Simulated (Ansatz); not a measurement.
```
atom    x (Å)    y (Å)    z (Å)
   C   0.0005   0.0080  -0.5287
   O   0.0080   0.0060   0.6729
   H  -0.0075  -0.9478  -1.1189
   H  -0.0077   0.9505  -1.1269
```

Basis set: 6-31G* (spherical functions). Frozen core: 2 orbitals. Charge 0, multiplicity 1.

Computed with Ansatz (development build ahead of 0.2.0); each method stands on the lowest determinant of its kind that the runs found. Restricted open shells among the atoms or ions are ROHF, correlated in semicanonical orbitals with singles.

Task: Give the atomization energy at this shape (free ground-state atoms in the same class of orbitals less the molecule, no zero-point energy) of singlet CH2O by RHF-MP2, RHF.

Result:

```json
{"method": "RHF-MP2", "atomization energy": "349.54 kcal/mol"}
{"method": "RHF", "atomization energy": "258.75 kcal/mol"}
```
